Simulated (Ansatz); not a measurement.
Compare A (`BC(=C)N1C[SiH2]1`) with its isomer B (`C/N=C\B1C[SiH2]1`).

Computed with Ansatz on PBE0-D4/def2-TZVP structures; ΔE is electronic, products minus reactants. CBS: MP2 limit from def2 TZ/QZ plus the TZ coupled-cluster correction, frozen cores. DFT in def2-TZVPP. B3LYP here is the variant with VWN-RPA as its local correlation; programs differ in this. Each species was taken in one conformer, which may not be the lowest.

A:

```xyz
14

B     0.7667   -0.4261   -1.8641
C    -0.3154   -0.0406   -0.8369
C    -1.4822    0.4465   -1.3150
N    -0.1154   -0.2338    0.5156
C     1.1507   -0.3889    1.2421
Si   -0.3169    0.3157    2.1097
H     0.5430   -0.2410   -3.0227
H     1.8117   -0.9024   -1.5276
H    -1.6206    0.5593   -2.3808
H    -2.3082    0.7262   -0.6654
H     1.9584    0.2869    0.9537
H     1.4889   -1.4131    1.3967
H    -1.1894   -0.4611    3.0185
H    -0.3715    1.7724    2.3762
```

B:

```xyz
14

C    -1.400   -0.018   -1.996
N     0.023   -0.111   -2.198
C     0.752   -0.148   -1.160
B     0.310   -0.090    0.326
C     0.704   -0.888    1.538
Si    0.492    1.053    1.861
H    -1.803    0.786   -2.617
H    -1.692    0.163   -0.947
H    -1.874   -0.946   -2.329
H     1.833   -0.239   -1.342
H     1.504   -1.625    1.531
H    -0.014   -1.093    2.335
H     1.623    2.005    2.007
H    -0.458    1.151    2.991
```

(1) Which isomer does CCSD(T)/CBS put lower? Give the gap. (An estimate is asked.)

(2) Give E(B) − E(A) in kJ/mol with B2PLYP, B3LYP, HF/def2-TZVPP, PBE0-D4, PBE-D4, r2SCAN-D4, CCSD/def2-TZVPP. (Best estimate.)

Largest T1 diagnostic: 0.014.

## Answers

(1) Ansatz gave: A, by 33.2 kJ/mol.

(2) Ansatz gave: B2PLYP 36.2, B3LYP 33.1, HF/def2-TZVPP 59.0, PBE0-D4 24.1, PBE-D4 15.4, r2SCAN-D4 24.6, CCSD/def2-TZVPP 34.2. None reverses the order clearly.

The D4 term adds +5.0 kJ/mol with B3LYP and +2.5 kJ/mol with PBE0; it sums over pairs of atoms, weighted by their polarisabilities, and B3LYP, whose exchange is more repulsive, gets the larger term. In def2-TZVPP, CCSD(T) changes the Hartree–Fock value by −28.7 kJ/mol (the triples alone add −4.0 kJ/mol) and MP2 by −19.2 kJ/mol.
